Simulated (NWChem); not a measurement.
# C$_{2}$H$_{4}$FNOSi; SMILES C1[Si@H](OCN=1)F

```xyz
10

F      0.0960     1.9897    -0.6523
Si     0.0483     0.7907     0.4625
C      1.2987    -0.5854     0.1116
N      0.6857    -1.6580    -0.2640
C     -0.7556    -1.5328    -0.2570
O     -1.2296    -0.2687     0.1975
H     -0.0593     1.4788     1.7807
H      2.4051    -0.5920     0.1361
H     -1.1216    -1.7306    -1.2909
H     -1.1681    -2.3328     0.3986
```
Atoms are numbered in this order, from 1.

Computed with NWChem. All runs use the structure optimised with PBE-D3(BJ)/def2-SVP. Field at 589 nm.

Problem. Predict the results for B3LYP/def2-SVP. Quantities: isotropic polarisability (bohr³); anisotropy (bohr³).

Solution. 
```yaml
isotropic polarisability (bohr³): 49.0
anisotropy (bohr³): 24.0
```
